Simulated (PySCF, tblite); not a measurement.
Isomers of C4H3F3NO2 (doublet state), one GFN2-xTB conformer each. Single-point energies are computed at B3LYP/pcH-1 (PySCF, gas phase, no added dispersion term), electronic only. GFN2-xTB treats the open shell by occupation alone, and not every SCF solution was tested for stability.

```
              SMILES  GFN2-xTB relative energy (kJ/mol)
O=[C]N/C=C\OC(F)(F)F                                0.0
O=CN/[C]=C/OC(F)(F)F                               45.1
O=CN/C=[C]/OC(F)(F)F                               58.8
```

Conformers: `[O:1]=[C:2][NH:3]/[CH:4]=[CH:5]\[O:6][C:7]([F:8])([F:9])[F:10]` (doublet state) with O1–C2–N3–C4 180°, C2–N3–C4–C5 180°, C4–C5–O6–C7 180°; `[O:1]=[CH:2][NH:3]/[C:4]=[CH:5]/[O:6][C:7]([F:8])([F:9])[F:10]` (doublet state) with O1–C2–N3–C4 -8°, C2–N3–C4–C5 38°, C4–C5–O6–C7 10°; `[O:1]=[CH:2][NH:3]/[CH:4]=[C:5]/[O:6][C:7]([F:8])([F:9])[F:10]` (doublet state) with O1–C2–N3–C4 -1°, C2–N3–C4–C5 8°, C4–C5–O6–C7 27°.

Problem. What does B3LYP/pcH-1 give for the same structures?

Solution. 
```json
{"SMILES": "O=[C]N/C=C\\OC(F)(F)F", "B3LYP/pcH-1 E (Eh)": "-658.93107", "B3LYP/pcH-1 (kJ/mol)": "0.0", "GFN2-xTB (kJ/mol)": "0.0", "point group": "Cs"}
{"SMILES": "O=CN/[C]=C/OC(F)(F)F", "B3LYP/pcH-1 E (Eh)": "-658.89949", "B3LYP/pcH-1 (kJ/mol)": "82.9", "GFN2-xTB (kJ/mol)": "45.1", "point group": "C1"}
{"SMILES": "O=CN/C=[C]/OC(F)(F)F", "B3LYP/pcH-1 E (Eh)": "-658.88614", "B3LYP/pcH-1 (kJ/mol)": "118.0", "GFN2-xTB (kJ/mol)": "58.8", "point group": "C1"}
```

Both levels put the same isomer lowest; measured from each level's own lowest isomer, the values differ by up to 59.2 kJ/mol (O=CN/C=[C]/OC(F)(F)F: 58.8 against 118.0). 

Problem. What happens when harmonic zero-point energies from GFN2-xTB frequencies are added?

Solution. 
```tsv
SMILES	ZPE (kJ/mol)	electronic (kJ/mol)	with ZPE (kJ/mol)
O=[C]N/C=C\OC(F)(F)F	189.7	0.0	0.0
O=CN/[C]=C/OC(F)(F)F	186.9	82.9	80.2
O=CN/C=[C]/OC(F)(F)F	188.0	118.0	116.3
```

The zero-point energies span 2.8 kJ/mol. The order is unchanged.
